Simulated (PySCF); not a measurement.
C5H12OSi2, SMILES C[SiH2]C#C[Si](C)(C)O (GFN2-xTB optimised geometry):

```
20

Si    -1.680    -3.148     3.993
C     -3.298    -2.380     4.621
C     -1.134    -2.212     2.491
C     -0.787    -1.594     1.509
Si    -0.240    -0.648     0.000
C     -0.976     1.099     0.000
C      1.665    -0.648     0.000
O     -0.845    -1.336    -1.357
H     -1.893    -4.552     3.615
H     -0.631    -3.044     5.017
H     -3.161    -1.336     4.889
H     -4.076    -2.424     3.863
H     -3.665    -2.901     5.501
H     -2.061     1.061     0.010
H     -0.655     1.660     0.872
H     -0.675     1.652    -0.884
H      2.060    -0.154    -0.883
H      2.061    -0.133     0.869
H      2.061    -1.660     0.016
H     -0.621    -2.227    -1.608
```

Calculation: B3LYP/def2-SVP (PySCF 2.14.0).

Problem. What are the frontier orbital energies and the dipole moment?

Solution. HOMO-2 -8.18 eV, HOMO-1 -7.57 eV, HOMO -7.39 eV, LUMO -0.29 eV, LUMO+1 -0.14 eV; dipole moment 0.60 D.

Meta-Löwdin charges at B3LYP/def2-SVP: Si1 0.66, C2 -0.52, C3 -0.27, C4 -0.28, Si5 1.10, C6 -0.54, C7 -0.55, O8 -0.71, H9 -0.11, H10 -0.11, H11 0.11, H12 0.11, H13 0.11, H14 0.12, H15 0.11, H16 0.11, H17 0.11, H18 0.11, H19 0.11, H20 0.33.
